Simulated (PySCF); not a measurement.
C₂H₃Br₂ClSi, singlet, at a GFN2-xTB geometry. Base run: DF-PBE/pcseg-0 in PySCF.

PySCF was given this input:
```python
from pyscf import gto, scf, dft

mol = gto.Mole()
mol.atom = '''
    C    -2.866261    0.716823   -0.572663
    C    -1.750206    1.274931   -0.130672
    Si   -0.190821    0.341192    0.336184
    Cl    0.381382    0.688009    2.239944
    Br    1.436144    0.916287   -1.060255
    Br   -0.513560   -1.822851    0.002781
    H    -2.964661   -0.349661   -0.702586
    H    -3.733404    1.304329   -0.827136
    H    -1.705569    2.351706   -0.024280
'''
mol.basis = 'pcseg-0'
mol.charge = 0
mol.spin = 0
mol.verbose = 4
mol.max_memory = 1800
mol.build()

mf = dft.RKS(mol)
mf.xc = 'pbe'
mf = mf.density_fit(auxbasis='def2-universal-jkfit')
mf.kernel()
```

The job was repeated with other settings on one machine. Differences are taken from the largest basis of the pcseg family in the series, which isn't the basis-set limit (pcseg-2: -5975.112665 Eh). The cheapest run took around 23 core-seconds (rough).

```csv
setting,basis functions,"cost, times the cheapest (rough)",difference in total energy (mEh)
pcseg-0,94,1,7461.98
pcseg-1,133,1,792.20
pcseg-2,256,3,reference
```

Times come from a shared machine, hold the start-up and are rough. Total energies converge more slowly with the basis than energy differences do.
